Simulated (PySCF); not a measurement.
# Reading the logs of faulty runs: FH3NSi2

All numbers below are calculated, not measured. They come from PySCF 2.14.0, an open-source quantum chemistry program, on an isolated molecule that a program drew, which may never have been made. The molecule is FH3NSi2 (charge 0, doublet), drawn as the SMILES string `N=[Si](F)[SiH2]`.

Each row is a Hartree-Fock (HF) and frozen-core CCSD(T) single point in the cc-pV(D+d)Z basis, meant for a local HF minimum. Run 1 is clean. Each other run has one planted mistake out of seven kinds, and not every kind appears here: one electron removed, one electron added, multiplicity raised by two, geometry at a saddle point, minimal basis STO-3G, one bond length entered in bohr, all coordinates scaled. The reference is restricted for singlets and unrestricted otherwise, and also for a bond in bohr. Adding or removing an electron swaps singlet and doublet. Electrons count all cores. HOMO and LUMO are orbital energies over both spins, the gradient is its largest component, and the lowest frequency (negative if imaginary) is given only where the gradient is small. Bond lengths are over the 6 bonds as drawn. T1 is the CCSD diagnostic: over 0.02 (restricted) or 0.045 (unrestricted) a single reference is doubtful.

Geometry of the clean run:
```xyz
7
FH3NSi2, angstrom
N    -1.4292   -2.2361   -1.5530
Si   -1.8007   -0.7524   -1.8255
F    -3.2552   -0.1088   -2.0611
Si   -0.2324    0.9379   -1.7607
H    -1.9767   -3.0716   -1.5051
H    -0.6072    2.1154   -2.5688
H     1.1317    0.4580   -2.0463
```

| run | electrons | basis functions | <S^2> | HOMO (eV) | LUMO (eV) | gradient (hartree/bohr) | lowest frequency (cm^-1) | mean bond (Å) | longest bond (Å) | T1 | HF (hartree) | CCSD(T) (hartree) | mistake |
|---|---|---|---|---|---|---|---|---|---|---|---|---|---|
| 1 | 47 | 89 | 0.777 | -9.46 | 0.19 | 1.6e-05 | 142 | 1.5698 | 2.307 | 0.0195 | -733.50361 | -734.08019 | no fault |
| 2 | 48 | 89 | 0.000 | -1.46 | 8.02 | 4.6e-02 | - | 1.5698 | 2.307 | 0.0165 | -733.52390 | -734.12749 | one electron added |
| 3 | 47 | 89 | 1.582 | -9.35 | -0.14 | 5.7e-02 | - | 1.7181 | 2.307 | 0.0621 | -733.36339 | -733.93278 | one bond length entered in bohr |
| 4 | 47 | 31 | 1.020 | -5.03 | 5.65 | 4.8e-02 | - | 1.5698 | 2.307 | 0.0528 | -724.61314 | -724.80759 | ? |

**Which mistake was planted in run 4, and what did it cost?**

It has 31 basis functions where the clean run has 89, with the same electrons and geometry. So the mistake is: minimal basis STO-3G. Subtracting run 1 and multiplying by 627.51 kcal/mol a hartree, the energy moved by 5578.9 kcal/mol in HF and 5818.6 kcal/mol in CCSD(T).

Cautions from the logs. Run 3: T1 is over the limit, so its CCSD(T) energy is less reliable; run 4: T1 is over the limit, so its CCSD(T) energy is less reliable.
